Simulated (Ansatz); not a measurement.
```xyz
2

Li    0.0000    0.0000    0.0000
F     0.0000    0.0000    4.0700
```

Basis set: pcseg-2 (spherical functions). Charge 0, multiplicity 1.

Computed with Ansatz (development build ahead of 0.2.0); each method stands on the lowest determinant of its kind that the runs found. Restricted functionals stand beside restricted open-shell atoms, which can lie above the unrestricted atoms usual in DFT and then raise those values.

(1) Give the atomization energy at this shape (free ground-state atoms in the same class of orbitals less the molecule, no zero-point energy) of singlet LiF by PBE (unrestricted), PBE0 (unrestricted), PBE0 (restricted), UHF.

## Answers

(1)

```tsv
method	atomization energy
PBE (unrestricted)	199.9 kJ/mol
PBE0 (unrestricted)	137.5 kJ/mol
PBE0 (restricted)	131.6 kJ/mol
UHF	0.7 kJ/mol
```

Caution: the shape is not the minimum. Caution for PBE (unrestricted), PBE0 (unrestricted), PBE0 (restricted): charge can spread falsely over distant fragments. Caution for PBE (unrestricted), PBE0 (unrestricted): the unrestricted determinant is spin contaminated. Caution for UHF: the unrestricted determinant is a mixture of spin states.
